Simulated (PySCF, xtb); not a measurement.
Si(H)2(OMe)(SeH) (CH6OSeSi), SMILES CO[SiH2][SeH].

xtb with GFN2-xTB at its own geometry gives an orbital gap of 4.40 eV and a dipole moment of 2.45 D.

Geometry: B3LYP-D3(BJ)/def2-SVP. This is a generated structure with no PubChem entry under its InChIKey; it may be hypothetical. The values are those of a single conformer.

What does PBE/def2-TZVP (PySCF) give? (Estimate from the structure and the level; the computed values follow.)

gap 5.11 eV (levels -6.04 and -0.93 eV), dipole 1.47 D.
